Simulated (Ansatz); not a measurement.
Geometry optimisation, UKS PBE0/cc-pVDZ in Ansatz.

input.yaml

```yaml
crystal:
  periodic: [false, false, false]
  atoms:
    - { symbol: B, position_ang: [-0.22393, 1.89832, -0.43545] }
    - { symbol: C, position_ang: [0.34336, 0.97401, 0.44038] }
    - { symbol: "N", position_ang: [0.41202, -0.39443, 0.60083] }
    - { symbol: Si, position_ang: [-0.14061, -1.73364, -0.10032] }
    - { symbol: H, position_ang: [-0.62991, 2.75619, -1.07947] }
    - { symbol: H, position_ang: [0.90724, 1.47436, 1.24139] }
    - { symbol: H, position_ang: [0.32462, -2.92643, 0.58473] }
    - { symbol: H, position_ang: [-0.99279, -2.04839, -1.25209] }
magnetization:
  spin_polarized: true
basis:
  gaussian: { orbitals: cc-pVDZ }
hamiltonian:
  xc: pbe0
relax:
  f_tol: 0.02
  max_steps: 50
```

Launched with:

```bash
$ ansatz run input.yaml --threads 2 --pin off --max-ram 3072MiB --backend cpu --events-out ev --progress --plain --runs-dir out
```

Task: Where does it end, and by what steps?

Result: The forces met the threshold. After 24 steps the energy has fallen by 1.793 eV; H6 moved furthest, 1.13 Å. Parted: C2–H6 (1.10 → 2.31 Å). Joined: B1–H6 (2.07 → 1.20 Å).

```csv
step,energy less start (eV),largest force component (eV/Å),accepted
0,0.0000,1.078,yes
1,-0.0897,0.711,yes
2,-0.1109,0.217,yes
3,-0.1151,0.288,yes
4,-0.1231,0.376,yes
5,-0.1369,0.386,yes
6,-0.1504,0.745,yes
7,-0.1771,0.648,yes
8,-0.2999,0.733,yes
9,-0.3123,1.247,yes
10,-0.4154,0.645,yes
11,-0.4004,2.949,no
12,-0.4982,0.422,yes
13,-0.6316,0.640,yes
14,-0.8571,0.830,yes
15,-1.1187,0.822,yes
16,-1.2199,0.658,yes
17,-1.3492,0.702,yes
18,-1.5328,2.812,yes
19,-1.6270,3.816,yes
20,-1.6673,1.575,yes
21,-1.7517,1.398,yes
22,-1.7920,0.170,yes
23,-1.7931,0.033,yes
24,-1.7933,0.013,yes
```

```xyz
8
Properties=species:S:1:pos:R:3
B 0.172 2.134 0.161
C 0.091 0.662 0.026
N -0.013 -0.520 -0.056
Si 0.190 -2.226 -0.422
H -0.382 2.810 -0.665
H 0.783 2.587 1.092
H 0.273 -2.857 0.939
H -1.113 -2.590 -1.074
```

Whether the end is a true minimum wasn't checked by a vibrational analysis.

The run took 71 s on 2 threads of Intel(R) Xeon(R) CPU @ 2.80GHz (Skylake/Cascade Lake) (shared host), peak memory 0.23 GiB.
